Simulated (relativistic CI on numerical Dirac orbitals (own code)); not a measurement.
Spin-allowed bands of a d3 ion in an octahedral site, by hand

Problem. Take Δ = 18300 cm⁻¹ and B = 770 cm⁻¹ for a d3 ion in an octahedral site. Calculate the three spin-allowed bands.

Working.
1. The terms of highest spin are 4F (energy 0) and 4P (15B = 11550 cm⁻¹). Here the F term splits into A2 at −1.2Δ = -21960, T2 at −0.2Δ = -3660 and T1 at +0.6Δ = 10980 cm⁻¹.
2. The two T1 states mix through the element 0.4Δ: H = [[10980, 7320], [7320, 11550]], with roots ½(H₁₁ + H₂₂) ∓ ½√[(H₂₂ − H₁₁)² + 4H₁₂²] = ½(22530) ∓ ½(14651) = 3939 and 18591 cm⁻¹.
3. The ground term is 4A2 at -21960 cm⁻¹.
4. Bands: 4T2 18300 cm⁻¹ (546 nm), 4T1(F) 25899 cm⁻¹ (386 nm), 4T1(P) 40551 cm⁻¹ (247 nm).

Check. Exact diagonalisation of the whole d3 shell with these parameters gives 4T2 18300, 4T1 25899, 4T1 40551 cm⁻¹. The match is exact, since without spin-orbit coupling no other term has this spin. The ratio of the second band to the first, 1.415, depends on Δ/B = 23.8 alone, which is how a Tanabe-Sugano diagram is read.
